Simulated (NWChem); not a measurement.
# SiHSeCl$_{3}$; SMILES Cl[Si](Cl)(Cl)[SeH]

```xyz
6

Cl    -0.5208     0.9456    -1.7770
Si     0.0683     0.4274     0.1162
Cl     1.9080     1.2754     0.4259
Cl    -1.2636     1.1862     1.4710
Se     0.0787    -1.8023     0.4386
H      1.0752    -2.0045    -0.6279
```
Atoms are numbered in this order, from 1.

Level: PBE0/def2-SVP (NWChem), optimised geometry, unscaled harmonic frequencies. This build's default masses of Se (78.918 u) and Br (79.917 u) are each other's, which moves their modes by up to 0.6 %.

```
frequency (cm⁻¹)  IR intensity (km/mol)
----------------  ---------------------
101                                 1.7
117                                 0.4
179                                 7.1
182                                12.8
191                                 5.0
196                                 0.1
354                                 4.8
559                               161.1
603                               125.0
614                               162.2
699                                36.8
2446                                2.7
```

```yaml
zero_point_energy: 8.9 kcal/mol
thermal correction to the enthalpy at 298.15 K (with zero-point energy): 14.3 kcal/mol
heat capacity Cv: 22.8 cal/(mol K)
entropy at 298.15 K and 1 atm (symmetry number 1): 90.6 cal/(mol K)
dipole_moment: 1.23 D
```

Rigid rotor and harmonic oscillator.
